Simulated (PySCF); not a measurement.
# Shifts of the heteroatoms

Geometry:
| atom | x (Å) | y (Å) | z (Å) |
| --- | --- | --- | --- |
| O1 | 1.793 | 0.022 | 1.973 |
| C2 | 1.426 | -0.306 | 0.883 |
| C3 | 0.079 | 0.119 | 0.332 |
| O4 | -0.213 | -0.293 | -0.831 |
| B5 | -1.533 | 0.050 | -1.551 |
| O6 | -2.371 | 0.902 | -0.573 |
| C7 | -1.984 | 1.257 | 0.572 |
| C8 | -0.742 | 0.914 | 1.120 |
| C9 | 2.318 | -1.186 | -0.025 |
| F10 | 2.596 | -0.544 | -1.153 |
| F11 | 1.697 | -2.324 | -0.311 |
| F12 | 3.449 | -1.464 | 0.597 |
| H13 | -2.132 | -0.984 | -1.761 |
| H14 | -1.272 | 0.734 | -2.520 |
| H15 | -2.698 | 1.870 | 1.144 |
| H16 | -0.429 | 1.230 | 2.112 |

[PySCF 2.14: NMR shieldings at PBE0/pcSseg-1/GIAO; couplings computed with B3LYP/pcJ-1 (spin–dipole term only in couplings to heteroatoms); PBE0-D3(BJ)/def2-SVP geometry; fast rotation and ring inversion assumed for equivalent nuclei; no solvent model; one conformer; non-relativistic Hamiltonian]

(1) What are the 19F shifts?

(2) Predict the 17O NMR data.

## Answers

(1) 
| atoms | environment | σ (ppm) | δ (ppm) |
| --- | --- | --- | --- |
| F10/F11/F12 | fluorine of a CF3 group | 265.6 | -74.6 |

Shieldings were converted by a linear fit to measured shifts: 19F: δ = 160.63 − 0.942σ +14.9 on sp3 carbon (rms 6.9 ppm, 221 shifts, 7.7 ppm with the 5 outliers that the fit left out vs CFCl3, solution or neat liquid). A few per cent of atoms miss by over 2 rms, more outside the fitted compound classes. Couplings are scaled by factors fitted to measured values: 3J(H,H) × 0.91 (rms 0.4 Hz, 0.5 with 2 outliers), 1J(C,F) × 0.77 (rms 7.3 Hz), 2J(C,F) × 1.09 (rms 1.9 Hz, 5.0 with 1 outliers), 3J(C,F) × 1.48 (rms 1.3 Hz); all others are unscaled and can be 10–30 % off.

Couplings (the largest are listed; each averaged over equivalent pairs): 1J(C9,F10) = -275.9 Hz, 2J(F10,F11) = 70.4 Hz, 2J(C2,F10) = 44.7 Hz, 3J(O1,F10) = -1.1 Hz.

On a 500 MHz spectrometer 19F resonates near 470.5 MHz, so 1 ppm is 470.5 Hz.

(2) 
```
atoms                                  environment  σ (ppm)  δ (ppm)
   O1                                ketone oxygen   -359.9    585.0
   O6  oxygen bonded to C, B, in a 6-membered ring     18.9    247.2
   O4               donor oxygen of a Lewis adduct     78.3    194.2
```

Shieldings were converted by a linear fit to measured shifts: 17O: δ = 264.06 − 0.892σ (rms 13.4 ppm, 147 shifts, 14.2 ppm with the 1 outlier that the fit left out vs liquid water, solution or neat liquid). A few per cent of atoms miss by over 2 rms, more outside the fitted compound classes. Couplings are scaled by factors fitted to measured values: 3J(H,H) × 0.91 (rms 0.4 Hz, 0.5 with 2 outliers), 1J(C,F) × 0.77 (rms 7.3 Hz), 2J(C,F) × 1.09 (rms 1.9 Hz, 5.0 with 1 outliers), 3J(C,F) × 1.48 (rms 1.3 Hz); all others are unscaled and can be 10–30 % off.

Couplings (the largest are listed; each averaged over equivalent pairs; quadrupolar broadening usually hides them): 1J(B5,O6) = 12.6 Hz, 1J(O4,B5) = 12.3 Hz, 2J(O6,H15) = -16.4 Hz, 2J(O6,H13) = -10.2 Hz, 2J(O4,H13) = -9.3 Hz, 3J(O6,H16) = -1.4 Hz, 3J(O1,F10) = -1.1 Hz.

On a 300 MHz spectrometer 17O resonates near 40.7 MHz, so 1 ppm is 40.7 Hz.
